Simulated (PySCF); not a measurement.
CH6Cl2Si2. Atoms are numbered in the order given.

```xyz
11

Si    -1.7089    -1.5566     0.4517
C     -0.3516    -1.2816    -0.8365
Si     0.7225     0.2137    -0.6169
Cl    -0.4474     1.9125    -0.6626
Cl     1.6762     0.1125     1.2098
H     -2.4749    -2.7898     0.0981
H     -2.6419    -0.3929     0.4706
H     -1.1052    -1.7300     1.8047
H     -0.8217    -1.2116    -1.8333
H      0.3067    -2.1681    -0.8487
H      1.7660     0.3573    -1.6624
```
Charge 0, spin multiplicity 1.

Coordinates come from a PBE0-D3(BJ)/def2-SVP optimisation. A frequency run showed that this geometry is not a minimum. The values are those of a single conformer.

All values below come from B3LYP/pcSseg-1 in PySCF.

GIAO shieldings, no solvent; atoms alike by connectivity are averaged. δ = σ(ref) − σ: ²⁹Si against TMS (σ = 338.7 ppm); ¹³C against TMS (σ = 181.3 ppm); ³⁵Cl against HCl (σ = 933.3 ppm); ¹H against TMS (σ = 31.68 ppm), references at their B3LYP-D3(BJ)/def2-TZVP geometries, non-relativistic (without spin–orbit terms, shifts of atoms bonded to Cl or Br come out too high).

Task: Estimate the chemical shifts. (An estimate is asked for; the answer gives what the named calculation found.)

Result: 
| nucleus | atoms | count | δ (ppm) |
|---|---|---|---|
| ²⁹Si | Si3 | 1 | 28.4 |
| ²⁹Si | Si1 | 1 | -75.5 |
| ¹³C | C2 | 1 | 3.8 |
| ³⁵Cl | Cl4, Cl5 | 2 | 69.6 |
| ¹H | H11 | 1 | 6.17 |
| ¹H | H6, H7, H8 | 3 | 4.31 |
| ¹H | H9, H10 | 2 | 0.50 |
